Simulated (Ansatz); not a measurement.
Start from `C[SiH](F)N[SiH](O)O` and change one atom or group to get `CN[SiH](C)F`.

Ansatz, PBE0-D4/def2-TZVP geometries, multiplicity 1. Each molecule was computed in one conformer, which needn't be the lowest.

```tsv
property	`C[SiH](F)N[SiH](O)O`
HOMO–LUMO gap (B3LYP/def2-TZVPP) / eV	8.13
HOMO energy (ωB97M-V/def2-TZVPP) / eV	-10.47
LUMO energy (PBE/def2-TZVPP) / eV	-0.24
HOMO–LUMO gap (PBE/def2-TZVPP) / eV	6.45
size of the dipole moment (B3LYP/def2-TZVPP) / D	3.32
HOMO–LUMO gap (PBE0/def2-TZVPP) / eV	8.72
```

Problem. What does the change do to each property? (Estimate.)

Solution. The calculation gave: 
| property | `CN[SiH](C)F` | shift |
| --- | --- | --- |
| HOMO–LUMO gap (B3LYP/def2-TZVPP) / eV | 7.59 | -0.54 |
| HOMO energy (ωB97M-V/def2-TZVPP) / eV | -9.53 | 0.94 |
| LUMO energy (PBE/def2-TZVPP) / eV | 0.18 | 0.42 |
| HOMO–LUMO gap (PBE/def2-TZVPP) / eV | 5.92 | -0.53 |
| size of the dipole moment (B3LYP/def2-TZVPP) / D | 1.96 | -1.36 |
| HOMO–LUMO gap (PBE0/def2-TZVPP) / eV | 8.16 | -0.56 |

With PBE0 the HOMO rises by 0.97 eV and the LUMO rises by 0.40 eV, so the gap narrows by about 0.57 eV. PBE moves the HOMO by 0.95 eV and ωB97M-V by 0.94 eV. Dipoles are sizes alone; their direction can turn.

B3LYP here is the variant with VWN-RPA as its local correlation; programs differ in this.
